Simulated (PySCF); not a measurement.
2-bromoprop-1-ene (C3H5Br), SMILES C=C(C)Br.

Geometry: TPSSh-D3(BJ)/def2-SVP.

Method: PBE/def2-TZVP run with PySCF.

Symmetry labels are those of the subgroup Cs that the program uses (full group Cs).

Computed valence orbital energies around the gap with their symmetry:
```json
[
 {"orbital": "HOMO−7", "symmetry": "A'", "energy (eV)": "-11.61"},
 {"orbital": "HOMO−6", "symmetry": "A'", "energy (eV)": "-10.96"},
 {"orbital": "HOMO−5", "symmetry": "A\"", "energy (eV)": "-10.60"},
 {"orbital": "HOMO−4", "symmetry": "A'", "energy (eV)": "-9.48"},
 {"orbital": "HOMO−3", "symmetry": "A'", "energy (eV)": "-8.78"},
 {"orbital": "HOMO−2", "symmetry": "A\"", "energy (eV)": "-7.83"},
 {"orbital": "HOMO−1", "symmetry": "A'", "energy (eV)": "-6.85"},
 {"orbital": "HOMO", "symmetry": "A\"", "energy (eV)": "-6.09"},
 {"orbital": "LUMO", "symmetry": "A\"", "energy (eV)": "-1.17"},
 {"orbital": "LUMO+1", "symmetry": "A'", "energy (eV)": "-0.87"},
 {"orbital": "LUMO+2", "symmetry": "A'", "energy (eV)": "0.65"},
 {"orbital": "LUMO+3", "symmetry": "A'", "energy (eV)": "1.62"}
]
```
